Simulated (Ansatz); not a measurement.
Start from `[SiH3]O[AsH2]` and change one atom or group to get `CO[SiH3]`.

Ansatz, PBE0-D4/def2-TZVP geometries, multiplicity 1. 

Scalar relativity is left out up to krypton.

```
                                                                                  property  `[SiH3]O[AsH2]`
                                                       HOMO energy (B3LYP/def2-TZVPP) / eV            -7.40
                                                         HOMO energy (PBE/def2-TZVPP) / eV            -6.39
                                                     HOMO–LUMO gap (B3LYP/def2-TZVPP) / eV             6.33
                                                     LUMO energy (ωB97M-V/def2-TZVPP) / eV             1.03
ideal-gas entropy at 298 K and 1 bar (rigid rotor, harmonic PBE0-D4/def2-TZVP) / J/(mol·K)              339
                                                       HOMO–LUMO gap (PBE/def2-TZVPP) / eV             4.63
```

Problem. What does the change do to each property? (Best estimate.)

Solution. Ansatz gave: 
```tsv
property	`CO[SiH3]`	shift
HOMO energy (B3LYP/def2-TZVPP) / eV	-7.97	-0.57
HOMO energy (PBE/def2-TZVPP) / eV	-6.66	-0.27
HOMO–LUMO gap (B3LYP/def2-TZVPP) / eV	8.03	1.70
LUMO energy (ωB97M-V/def2-TZVPP) / eV	1.95	0.92
ideal-gas entropy at 298 K and 1 bar (rigid rotor, harmonic PBE0-D4/def2-TZVP) / J/(mol·K)	298	-41
HOMO–LUMO gap (PBE/def2-TZVPP) / eV	6.08	1.45
```

With PBE0 the HOMO falls by 0.60 eV and the LUMO rises by 1.15 eV, so the gap widens by about 1.75 eV. PBE moves the HOMO by -0.27 eV and ωB97M-V by -0.76 eV. The zero-point energy changes by 57.9 kJ/mol with +3 modes. Modes under 60 cm⁻¹, often nearly free rotors, make the harmonic entropy too high.

B3LYP here is the variant with VWN-RPA as its local correlation; programs differ in this.
